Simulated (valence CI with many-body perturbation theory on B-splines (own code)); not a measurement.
Cd15+: what each term of the Hamiltonian does

Computed by configuration interaction combined with many-body perturbation theory (CI+MBPT): five valence electrons over a frozen Dirac-Fock core [Ar] 3d10, radial functions for each j: 9 s, 9 p, 8 d, 6 f, 3 g, 1 h, with the one-electron correlation potential Σ1, the two-electron term Σ2, the three-electron term Σ3, Breit, model QED; selected CI, second order for the rest (own B-spline code, finite nucleus).

No measured spectrum was set against this ion. As an estimate, levels hold to about 250 cm⁻¹ or 0.2 % of their energy and the worst to 1 %, as in measured heavy ions of charge 2 to 7; those with d or f electrons hold less well. Among the levels kept, up to 320 cm⁻¹ of a level comes from second order outside the variational space, and about a tenth of that is noise between levels of different J, which matters for small intervals.

Each rung adds one term. CI alone is the Dirac-Coulomb CI over the frozen core; QED comes last and gives the full result, which names the levels. Energies are above 4s2 4p3 4S°_3/2 on the same rung, in cm⁻¹.

Names give the largest LS component (configuration and term), which can be under half, so a name can repeat, a term be missing and a line seem to break the LS rules; names also repeat where a configuration has a term twice. Letters in brackets count levels of one name in rising energy.

```
                Level  CI alone     Σ1     Σ2    Σ3  Breit    QED    Full
      4s2 4p3 2D°_3/2     51142   +474   +126    -4   -661    +88   51165
      4s2 4p3 2D°_5/2     69094   +566    -49   -43   -823   +102   68848
      4s2 4p3 2P°_1/2     96231   +603   -540  -170   -747    +92   95469
      4s2 4p3 2P°_3/2    143203  +1200    +45   -99  -1641   +208  142915
        4s 4p4 4P_5/2    348781   +899  +1626  +210   -101  -1148  350268
        4s 4p4 4P_3/2    384785  +1206  +1551  +207   -487  -1075  386187
        4s 4p4 4P_1/2    390702  +1188  +1253  +152   -403  -1092  391800
        4s 4p4 2D_3/2    433688  +1277   +116  +124   -637  -1001  433567
        4s 4p4 2D_5/2    449514  +1481   +446  +123   -988   -982  449595
        4s 4p4 2S_1/2    490011  +1441  -2153   -35   -776   -973  487516
        4s 4p4 2P_3/2    498609  +1365  -2057   +98   -988   -803  496224
    4s2 4p2 4d 4F_3/2    525625   +665   -625  +165   -790   -182  524857
    4s2 4p2 4d 4F_5/2    541970   +811   -287  +200  -1204    -88  541403
        4s 4p4 2P_1/2    553046  +1807   -873   +77  -1722   -634  551702
4s2 4p2 4d 2F_5/2 [a]    565221  +1062   +401  +236  -1558    -33  565329
    4s2 4p2 4d 4F_7/2    572558  +1219   +424  +265  -1874     +2  572595
    4s2 4p2 4d 4D_1/2    577824  +1356  -1096  +159  -1573   -182  576487
    4s2 4p2 4d 4D_3/2    578271  +1181   -882  +177  -1544   -100  577103
4s2 4p2 4d 2F_7/2 [a]    579049  +1181   +254  +222  -1788    -11  578906
    4s2 4p2 4d 4F_9/2    591411  +1349   +287  +214  -2125    +28  591164
    4s2 4p2 4d 4D_5/2    598599  +1383   -315  +205  -2039     +7  597838
4s2 4p2 4d 2P_3/2 [a]    616699  +1350  -4464    +6  -1614   -217  611760
    4s2 4p2 4d 2G_7/2    627039  +1478   -273   +96  -2147    +35  626228
    4s2 4p2 4d 4P_5/2    643067  +1324  -5810   -37  -1743    -78  636723
    4s2 4p2 4d 4P_3/2    647591  +1333  -4908   -64  -1688    -66  642198
    4s2 4p2 4d 4P_1/2    649076  +1367  -5206   -59  -1644    -91  643442
4s2 4p2 4d 2F_7/2 [b]    647583  +1839   +343  +199  -2761   +108  647311
4s2 4p2 4d 2D_3/2 [a]    660798  +1413  -2447  -171  -1866    -10  657718
    4s2 4p2 4d 2G_9/2    658780  +1847   +170  +113  -2758   +112  658263
4s2 4p2 4d 2P_1/2 [a]    672106  +1772  -5579   -66  -2108   -140  665984
4s2 4p2 4d 2D_5/2 [a]    681598  +1429  -5920  -208  -1814    -45  675041
```

The middle columns are the shifts that each term adds.

(1) How does the ionisation energy move along the ladder, and which term matters most?

Results:

(1) CI alone 386.05, + Σ1 387.16, + Σ2 387.11, + Σ3 386.95, + Breit 386.80, + QED 386.80 eV. The largest step is Σ1, 1.11 eV. NIST lists 385 ± 3 eV (theoretical).
